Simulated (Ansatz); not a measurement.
The cluster SiW3⁺. The state is a doublet with charge 1. Geometry PBE-D4/def2-SVP, that of the neutral singlet.

```xyz
4

W     0.346   -1.397   -0.126
W     0.472    0.436    1.294
W     0.769    0.716   -0.992
Si   -1.588    0.246   -0.176
```

In the def2 sets W takes a core potential; there is no spin–orbit coupling. The structure comes from a short search, and lower isomers may exist.

Question: Estimate the α-spin orbital energies around the gap (eV) in Ansatz with PBE-D4/def2-TZVP, r2SCAN-D4/def2-TZVP, PBE0-D4/def2-TZVP.

Answer: 
```tsv
orbital	PBE-D4/def2-TZVP	r2SCAN-D4/def2-TZVP	PBE0-D4/def2-TZVP
HOMO−5	-11.20	-11.20	-11.83
HOMO−4	-10.60	-10.72	-11.44
HOMO−3	-10.57	-10.69	-11.42
HOMO−2	-9.68	-9.92	-10.54
HOMO−1	-9.49	-9.46	-10.04
HOMO	-9.26	-9.29	-9.91
LUMO	-7.85	-7.66	-6.97
LUMO+1	-7.80	-7.54	-6.86
LUMO+2	-7.41	-7.19	-6.51
LUMO+3	-7.26	-6.93	-6.25
LUMO+4	-7.02	-6.76	-6.22
LUMO+5	-6.91	-6.65	-5.98
β HOMO	-9.15	-9.21	-9.85
β LUMO	-9.03	-8.71	-8.02
```
